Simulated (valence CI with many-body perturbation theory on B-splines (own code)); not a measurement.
## Which ion has this spectrum?

A relativistic CI+MBPT calculation for an atom or ion with 15 electrons gives these levels (cm⁻¹):

| J | Parity | E | g |
| --- | --- | --- | --- |
| 3/2 | odd | 0 | 1.71 |
| 3/2 | odd | 86995 | 1.18 |
| 5/2 | odd | 118693 | 1.20 |
| 1/2 | odd | 166658 | 0.66 |
| 3/2 | odd | 241683 | 1.24 |
| 5/2 | even | 544354 | 1.56 |
| 3/2 | even | 601879 | 1.61 |
| 1/2 | even | 614963 | 2.56 |
| 3/2 | even | 677416 | 1.00 |
| 5/2 | even | 707645 | 1.23 |
| 3/2 | even | 748204 | 0.75 |
| 3/2 | even | 767624 | 1.02 |
| 1/2 | even | 770957 | 1.16 |
| 5/2 | even | 776930 | 1.13 |

The energies are calculated, with errors of perhaps 400 cm⁻¹, more in some levels.

Task: Which is it?
A. Rb22+
B. Zr25+
C. Kr21+
D. Y24+

Result: A. Rb22+, ground level 3s2 3p3 4S°_3/2.
